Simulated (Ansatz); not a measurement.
Compare A (`BN=CF`) with its isomer B (`C=NBF`).

Gas-phase electronic energies from Ansatz, PBE0-D4/def2-TZVP geometries. CBS: MP2 limit from def2 TZ/QZ plus the TZ coupled-cluster correction, frozen cores. Functionals use def2-TZVPP. One conformer a species, not always the lowest.

**Question.** Which isomer does CCSD(T)/CBS put lower? Give the gap. (Estimate.)

**Answer.** Ansatz gave: B, by 155.5 kJ/mol.

**Question.** Give E(B) − E(A) in kJ/mol with HF/def2-TZVPP, BLYP-D4, r2SCAN-D4, CCSD/def2-TZVPP, PBE-D4, CCSD(T)/def2-TZVPP, ωB97M-V. (Best estimate.)

**Answer.** Computed: HF/def2-TZVPP -159.3, BLYP-D4 -141.5, r2SCAN-D4 -142.5, CCSD/def2-TZVPP -156.0, PBE-D4 -136.1, CCSD(T)/def2-TZVPP -153.6, ωB97M-V -148.2. None reverses the order clearly.

**Question.** Does the order hold for the free energy at 298.15 K (harmonic terms from PBE0-D4)? (Estimate.)

**Answer.** The calculation gave: Yes: G(B) − G(A) = -153.4 kJ/mol, for one conformer each.

Largest T1 diagnostic: 0.015.

In def2-TZVPP, CCSD(T) changes the Hartree–Fock value by +5.7 kJ/mol (the triples alone add +2.5 kJ/mol) and MP2 by +3.7 kJ/mol. From PBE to PBE0 (25 % exact exchange), in def2-TZVPP and without D4, E(B) − E(A) moves by −7.0 kJ/mol.
